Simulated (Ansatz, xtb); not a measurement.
Two structures of CH6AlNZn

We compare I, `[CH3][AlH][NH][ZnH]`, a singlet, with II, a singlet given by its coordinates. Both are isolated molecules in the gas phase, relaxed with B3LYP/6-31G*; the shapes shown needn't be the lowest conformers.

I (Å):

| atom | x (Å) | y (Å) | z (Å) |
| --- | --- | --- | --- |
| C | 0.6806 | 0.8890 | -2.4921 |
| Al | 1.0501 | 0.3920 | -0.6242 |
| N | 0.5741 | -1.1765 | 0.0930 |
| Zn | 0.8765 | -1.7007 | 1.7951 |
| H | 1.6120 | 1.1085 | -3.0313 |
| H | 0.0717 | 1.8019 | -2.5420 |
| H | 0.1515 | 0.1088 | -3.0518 |
| H | 1.8080 | 1.3738 | 0.3808 |
| H | 0.0873 | -1.8438 | -0.5022 |
| H | 1.1567 | -2.0915 | 3.2415 |

II (Å):

```yaml
atoms:
  - { symbol: C, position_ang: [1.5360, -1.2031, -0.5403] }
  - { symbol: Al, position_ang: [-0.0056, 0.9890, -1.5372] }
  - { symbol: N, position_ang: [0.2154, -0.5770, -0.7105] }
  - { symbol: Zn, position_ang: [-1.2661, -1.4100, -0.0626] }
  - { symbol: H, position_ang: [1.5952, -2.1878, -1.0255] }
  - { symbol: H, position_ang: [2.3306, -0.5847, -0.9800] }
  - { symbol: H, position_ang: [1.7950, -1.3465, 0.5185] }
  - { symbol: H, position_ang: [1.2409, 1.7780, -2.1300] }
  - { symbol: H, position_ang: [-1.5108, 1.5032, -1.6226] }
  - { symbol: H, position_ang: [-2.5317, -2.0759, 0.4664] }
```

Close contacts (Å): C1–N3 1.47, Al2–N3 1.78, Al2–Zn4 3.09, N3–Zn4 1.82, C1–H5 1.10, C1–H6 1.10, C1–H7 1.10, Al2–H8 1.59, Al2–H9 1.59, Zn4–H10 1.52.

Question: Estimate E(II) − E(I) at the level CCSD(T)/def2-SVP + ΔMP2/def2-TZVPP.

Answer: Calculated at CCSD(T)/def2-SVP + ΔMP2/def2-TZVPP: E(II) − E(I) = +22.8 kcal/mol, so structure I lies lower.

How the difference moves with the method:

```csv
level,geometry,E(II) − E(I) (kcal/mol),departure from the last row (kcal/mol),"job, with rough time for the two"
B3LYP/6-31G*,B3LYP/6-31G*,+18.3,−4.5,"optimisation, 2 min"
HF/def2-SVP,B3LYP/6-31G*,+19.8,−2.9,part of the CCSD(T) run
MP2/def2-SVP,B3LYP/6-31G*,+19.2,−3.5,part of the CCSD(T) run
CCSD(T)/def2-SVP,B3LYP/6-31G*,+17.9,−4.9,single point
CCSD(T)/def2-SVP + ΔMP2/def2-TZVPP,B3LYP/6-31G*,+22.8,,"single point, 42 s"
```

None of the levels shown reverses the order. The largest departure from CCSD(T)/def2-SVP + ΔMP2/def2-TZVPP is that of CCSD(T)/def2-SVP, 4.9 kcal/mol. Levels run at GFN2-xTB geometries aren't shown. The last row adds to CCSD(T) the change of the MP2 difference between the two basis sets, here +4.9 kcal/mol, a large step that makes the value less sure.

With harmonic frequencies from B3LYP/6-31G* (ideal gas, rigid rotor, one conformer each, 298.15 K, 1 atm): on the last row, ΔE + ΔZPE = +22.2, ΔH = +21.9, ΔG = +22.9 kcal/mol.

The correlated steps freeze 12 core orbitals; the last core shell of Zn is correlated, in a basis made for valence electrons. Codes used: Ansatz 0.2.0; the last row on 2 threads of Arm Neoverse V1 on a shared host.
